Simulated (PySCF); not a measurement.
# Gas-phase thermal properties of Sn(CH₃)₄

Method: PySCF energies (xtb for GFN2) plus ideal-gas RRHO corrections (1 bar). All species are closed-shell singlets. Sn: scalar-relativistic def2 core potential, no spin-orbit coupling. The harmonic model lacks anharmonicity and excited electronic states, which grow with temperature; levels with a mode under 35 cm⁻¹ are left out. Internal rotation in Sn(CH₃)₄ is treated as a harmonic vibration of one conformer, which makes the entropy rough.

```csv
level,point group,σ,ZPE (kJ/mol),S°298 (J/mol/K),Cp298 (J/mol/K),S°1000 (J/mol/K),H1000 − H298 (kJ/mol)
GFN2-xTB,Td,12,371.2,422.2,159.2,694.7,167.7
PBE/def2-SVP,Td,12,365.1,417.6,162.3,695.5,170.8
PBE0/def2-TZVP,Td,12,376.8,411.1,157.8,683.0,167.4
```
σ: rotational symmetry number. Electronic degeneracy used: 1. Frequencies are unscaled.
